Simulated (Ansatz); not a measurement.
## Molecular dynamics of Cl

Input file:

```yaml
crystal:
  lattice:
    - [8.434327, 0.0, 0.0]
    - [0.0, 8.434327, 0.0]
    - [0.0, 0.0, 8.434327]
  atoms:
    - { symbol: Cl, position: [0.37950625, 0.27302032, 0.42270579] }
    - { symbol: Cl, position: [0.44549512, 0.25838806, 0.19174522] }
    - { symbol: Cl, position: [0.96572501, 0.2304258, 0.33166892] }
    - { symbol: Cl, position: [0.97869792, 0.36269618, 0.53259354] }
    - { symbol: Cl, position: [0.8238568, 0.82177446, 0.28878149] }
    - { symbol: Cl, position: [0.69076217, 0.70166809, 0.13209756] }
    - { symbol: Cl, position: [0.35816643, 0.36899497, 0.81678016] }
    - { symbol: Cl, position: [0.48273635, 0.57610128, 0.81037402] }
    - { symbol: Cl, position: [0.68019184, 0.10604304, 0.92964077] }
    - { symbol: Cl, position: [0.62726978, 0.04049863, 0.70699014] }
    - { symbol: Cl, position: [0.09430089, 0.98448521, 1.04259765] }
    - { symbol: Cl, position: [0.22569272, 1.03796577, 0.85053671] }
    - { symbol: Cl, position: [0.33951929, 0.65466551, 0.41342936] }
    - { symbol: Cl, position: [0.34973008, 0.89900149, 0.42361339] }
    - { symbol: Cl, position: [1.01934066, 0.58798915, 0.80487403] }
    - { symbol: Cl, position: [0.86363608, 0.75569954, 0.73454405] }
basis:
  ecutwfc: 420.0
kpoints:
  mp_grid: { grid: [1, 1, 1] }
hamiltonian:
  xc: pbe
  dispersion: d3bj
scf:
  occupations: { method: fermi_dirac, width: 0.05 }
  lower_state_search: "off"
md:
  timestep: 2
  n_steps: 300
  ensemble: nvt_langevin
  temperature: 400.0
  initial_velocities: maxwell_boltzmann
  seed: 716652
  friction: 0.02
```

Run as:

```bash
$ ansatz run input.yaml --threads 1 --pin off --max-ram 3072MiB --backend cpu --events-out ev --progress --plain --runs-dir out
```

It starts from a partly relaxed structure (largest force component 0.17 eV/Å).

Output, in part (step lines):

```
md step     0: t =     0.00 fs  T =   375.0 K  F+E_penalty+E_count = -17273.64017180 eV  E_kin = 0.775560 eV  (9 SCF iters)
md step     1: t =     2.00 fs  T =   402.9 K  F+E_penalty+E_count = -17273.63577470 eV  E_kin = 0.833357 eV  (7 SCF iters)
md step     2: t =     4.00 fs  T =   352.4 K  F+E_penalty+E_count = -17273.62616168 eV  E_kin = 0.728868 eV  (7 SCF iters)
md step     3: t =     6.00 fs  T =   385.2 K  F+E_penalty+E_count = -17273.61273592 eV  E_kin = 0.796754 eV  (7 SCF iters)
md step     4: t =     8.00 fs  T =   376.9 K  F+E_penalty+E_count = -17273.59910026 eV  E_kin = 0.779498 eV  (7 SCF iters)
md step     5: t =    10.00 fs  T =   382.0 K  F+E_penalty+E_count = -17273.58572408 eV  E_kin = 0.790090 eV  (6 SCF iters)
md step     6: t =    12.00 fs  T =   332.3 K  F+E_penalty+E_count = -17273.57080610 eV  E_kin = 0.687239 eV  (6 SCF iters)
md step     7: t =    14.00 fs  T =   291.8 K  F+E_penalty+E_count = -17273.55725280 eV  E_kin = 0.603504 eV  (6 SCF iters)
[... lines left out ...]
md step   299: t =   598.00 fs  T =   549.8 K  F+E_penalty+E_count = -17273.19875093 eV  E_kin = 1.137107 eV  (6 SCF iters)
md step   300: t =   600.00 fs  T =   585.3 K  F+E_penalty+E_count = -17273.18029372 eV  E_kin = 1.210585 eV  (7 SCF iters)
```

The steps, from the saved trajectory:

| time (fs) | T (K) | potential energy less start (eV) |
| --- | --- | --- |
| 0.0 | 375 | 0.000 |
| 20.0 | 284 | 0.097 |
| 40.0 | 352 | 0.158 |
| 60.0 | 399 | 0.178 |
| 80.0 | 288 | 0.231 |
| 100.0 | 227 | 0.305 |
| 120.0 | 271 | 0.236 |
| 140.0 | 467 | 0.375 |
| 160.0 | 316 | 0.486 |
| 180.0 | 405 | 0.421 |
| 200.0 | 333 | 0.538 |
| 220.0 | 424 | 0.585 |
| 240.0 | 407 | 0.442 |
| 260.0 | 410 | 0.485 |
| 280.0 | 414 | 0.302 |
| 300.0 | 447 | 0.248 |
| 320.0 | 384 | 0.253 |
| 340.0 | 411 | 0.338 |
| 360.0 | 459 | 0.003 |
| 380.0 | 514 | 0.114 |
| 400.0 | 376 | 0.106 |
| 420.0 | 462 | 0.220 |
| 440.0 | 541 | 0.220 |
| 460.0 | 508 | 0.305 |
| 480.0 | 481 | 0.401 |
| 500.0 | 352 | 0.512 |
| 520.0 | 323 | 0.547 |
| 540.0 | 420 | 0.480 |
| 560.0 | 411 | 0.539 |
| 580.0 | 494 | 0.652 |
| 600.0 | 585 | 0.460 |

All steps were run. A run of 0.6 ps of so small a system gives no equilibrium averages. Limits of this set-up: coarse k mesh.

Mean squared displacements from the first frame to the last, about the centre of mass: Cl 0.49 Å².

Last frame:

```xyz
16
Lattice="8.4343 0.0000 0.0000 0.0000 8.4343 0.0000 0.0000 0.0000 8.4343" Properties=species:S:1:pos:R:3
Cl 3.028 2.790 3.352
Cl 3.224 2.146 1.509
Cl 7.837 1.080 3.339
Cl 7.256 2.894 3.957
Cl 6.707 6.100 2.267
Cl 5.481 6.381 0.763
Cl 2.425 3.161 6.565
Cl 3.524 4.933 6.603
Cl 6.296 1.411 7.315
Cl 4.855 0.812 5.985
Cl 1.663 7.921 8.742
Cl 1.468 8.307 6.761
Cl 2.222 5.716 3.472
Cl 2.475 7.717 3.767
Cl 7.998 5.352 6.725
Cl 6.314 5.875 5.723
```

Time of the run: 13 min on 1 thread of Arm Neoverse V1, on a shared host, peak memory 0.53 GiB.
